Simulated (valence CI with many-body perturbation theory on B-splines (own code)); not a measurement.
## Zr XIX: one-electron terms

Calculated by configuration interaction combined with many-body perturbation theory (CI+MBPT): four valence electrons over a frozen Dirac-Fock core [Ar], radial functions for each j: 7 s, 7 p, 8 d, 6 f, 4 g, 1 h, with the one-electron correlation potential Σ1, the two-electron term Σ2, the three-electron term Σ3, Breit, model QED; selected CI, second order for the rest, scaled by the run's own slope (own B-spline code, finite nucleus).

No measured spectrum was set against this ion. As an estimate, terms of the open shell hold to 2 to 4 % of their energy, and close levels can change places. Only levels of the ground parity were solved; by the run's estimate the other parity begins above the list, which can be wrong where configurations are misplaced.

These are the spectroscopic orbitals of the CI (the correlating ones are not listed), shaped by the core and the other valence electrons. h is the expectation value of the core's Dirac-Fock operator, without the valence repulsion; Σ1 is computed up to l = 3 at one energy for each symmetry, that of its lowest orbital but kept below the first core excitation, so for empty shells it is not the orbital's own correlation shift; Breit and QED include the response of the core.

```csv
Orbital,h (hartree),Σ1 (cm⁻¹),Breit (cm⁻¹),QED (cm⁻¹),⟨r⟩ (bohr)
4s1/2,-20.149,-6886,1031,737,0.8903
5s1/2,-12.028,-2469,485,350,1.493
6s1/2,-8.0034,-1201,262,190,2.257
4p1/2,-19.017,-7834,1590,-60.5,0.9050
5p1/2,-11.487,-2872,774,-28.7,1.527
6p1/2,-7.7038,-1413,427,-15.7,2.311
4p3/2,-18.799,-7626,1003,9.4,0.9166
5p3/2,-11.385,-2833,488,5.0,1.541
6p3/2,-7.648,-1401,277,2.9,2.328
3d3/2,-33.762,-21422,1946,-279,0.3877
4d3/2,-17.084,-7530,623,-65.0,0.9180
5d3/2,-10.583,-3026,307,-30.2,1.582
3d5/2,-33.627,-21039,656,-197,0.3900
4d5/2,-17.041,-7452,256,-42.3,0.9208
5d5/2,-10.562,-2992,127,-19.4,1.586
4f5/2,-15.498,-12464,-8.1,-27.3,0.8764
5f5/2,-9.8733,-5601,-4.7,-14.7,1.571
4f7/2,-15.488,-11960,-99,-20.9,0.8773
5f7/2,-9.8673,-5351,-50.4,-11.2,1.572
5g7/2,-9.5365,,-0.9,-2.0,1.437
5g9/2,-9.5342,,-6.2,-0.5,1.438
```

Among the shells of the start configuration 3d4, Σ1 is largest in size for 3d3/2, where it is 0.29 % of h.

Lowest root of each symmetry, sizes in configuration state functions:

```tsv
J	Parity	Roots	Reference	Variational	Second order	Change by selected CI (cm⁻¹)	Change by second order (cm⁻¹)
0	even	5	37	4372	14750	-7673	-2
1	even	4	93	10956	31656	-7324	-2
2	even	8	133	16117	44352	-7157	-2
3	even	6	136	17151	65217	-7160	-3
4	even	7	121	16909	40443	-7317	-2
5	even	2	88	13113	2726	-9305	-4
6	even	2	56	10442	1514	-9313	-2
```
